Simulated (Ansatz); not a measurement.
Geometry optimisation, Ansatz, RKS BLYP-D4/def2-SVP.

Input:

```yaml
crystal:
  periodic: [false, false, false]
  atoms:
    - { symbol: C, position_ang: [1.1495, -2.1178, 1.6167] }
    - { symbol: C, position_ang: [1.5019, -0.9056, 1.0921] }
    - { symbol: Si, position_ang: [1.209, -0.2986, -0.6257] }
    - { symbol: "N", position_ang: [0.2843, 1.0473, -0.6337] }
    - { symbol: Si, position_ang: [-1.385, 0.5405, -0.5218] }
    - { symbol: "N", position_ang: [-2.0712, 2.0766, -0.7987] }
    - { symbol: H, position_ang: [0.5807, -2.8076, 1.027] }
    - { symbol: H, position_ang: [1.3539, -2.3064, 2.6338] }
    - { symbol: H, position_ang: [2.0543, -0.1872, 1.7617] }
    - { symbol: H, position_ang: [2.5309, 0.1796, -1.1329] }
    - { symbol: H, position_ang: [0.7331, -1.3667, -1.4888] }
    - { symbol: H, position_ang: [0.3178, 1.5173, -1.506] }
    - { symbol: H, position_ang: [-1.7977, 0.1827, 0.8515] }
    - { symbol: H, position_ang: [-1.8267, -0.3486, -1.5693] }
    - { symbol: H, position_ang: [-3.0488, 2.0245, -0.5157] }
    - { symbol: H, position_ang: [-1.6089, 2.7474, -0.1459] }
basis:
  gaussian: { orbitals: def2-SVP }
hamiltonian:
  xc: blyp
  dispersion: d4
relax:
  f_tol: 0.015
  max_steps: 40
```

Run as:

```bash
$ ansatz run input.yaml --threads 2 --pin off --max-ram 3072MiB --backend cpu --events-out ev --progress --plain --runs-dir out
```

Where does it end, and by what steps?

The forces met the threshold. The force dipped under the threshold on the way, but the program's further checks kept it going. After 32 steps the energy has fallen by 1.425 eV; H13 moved furthest, 1.30 Å. Parted: Si3–Si5.

```csv
step,energy less start (eV),largest force component (eV/Å),accepted
0,0.0000,4.123,yes
2,-1.2181,0.888,yes
4,-1.3664,0.217,yes
6,-1.4003,0.155,yes
8,-1.4126,0.107,yes
10,-1.4182,0.049,yes
12,-1.4192,0.050,yes
14,-1.4200,0.020,yes
16,-1.4208,0.095,yes
18,-1.4219,0.062,yes
20,-1.4226,0.075,yes
22,-1.4237,0.015,yes
24,-1.4241,0.030,yes
26,-1.4245,0.017,yes
28,-1.4246,0.038,yes
30,-1.4248,0.010,yes
32,-1.4249,0.009,yes
```

```xyz
16
Properties=species:S:1:pos:R:3
C 1.245 -1.807 1.827
C 1.484 -0.672 1.135
Si 1.359 -0.551 -0.739
N 0.131 0.606 -1.240
Si -1.586 0.604 -0.888
N -2.024 2.094 -0.092
H 0.970 -2.747 1.318
H 1.311 -1.857 2.928
H 1.748 0.240 1.704
H 2.651 -0.051 -1.322
H 1.088 -1.941 -1.245
H 0.475 1.410 -1.776
H -1.785 -0.677 -0.122
H -2.463 0.578 -2.108
H -2.987 2.434 -0.170
H -1.641 2.314 0.833
```

Whether the end is a true minimum wasn't checked by a vibrational analysis.

Time of the run: 100 s on 2 threads of AMD EPYC 7B13 (Zen 3), on a shared host, peak memory 0.21 GiB.
